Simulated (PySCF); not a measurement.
Dipole response of Sc (scandium, neutral)

[Ar] 3d1 4s2, 2D determinant. Computed with PySCF 2.14 in aug-cc-pVQZ-DK, with the spin-free X2C one-electron Hamiltonian (Gaussian nucleus). Coupled (time-dependent) response in atomic units; α is the mean over directions.

```json
{"method": "BLYP", "mean α (bohr³)": "117.6", "α xx, yy, zz": "115.6, 115.6, 121.7", "C₆ (like pair)": "1423", "S(−4)": "7142"}
```

S(−4) is the Cauchy moment in α(ω) = α(0) + S(−4) ω² + …

Reference α: 97 ± 10 bohr³ (recommended; Schwerdtfeger and Nagle, table of static dipole polarizabilities (2023 update)). Published C₆: 1383 (Chu and Dalgarno (2004); Tang, Norbeck and Certain (1976)).

α(iu) at BLYP:

| u (hartree) | α(iu) (bohr³) |
| --- | --- |
| 0 | 117.6 |
| 0.0500 | 102.3 |
| 0.100 | 74.60 |
| 0.200 | 37.75 |
| 0.300 | 22.06 |
| 0.500 | 10.70 |
| 0.750 | 6.100 |
| 1.00 | 4.139 |
| 1.50 | 2.377 |
| 2.00 | 1.564 |
| 3.00 | 0.8245 |
| 5.00 | 0.3435 |

A single London oscillator, α(iu) = α/(1 + u²/ω²), gives C₆ = (3/4) ω α². Matching the computed C₆ needs ω = 4 × 1423 / (3 × 117.6²) = 0.137 hartree.

The components differ because the open shell of this determinant is not spherical; for a pure term their mean is the scalar polarisability.

⟨S²⟩ = 0.94 against 0.75 shows spin contamination.
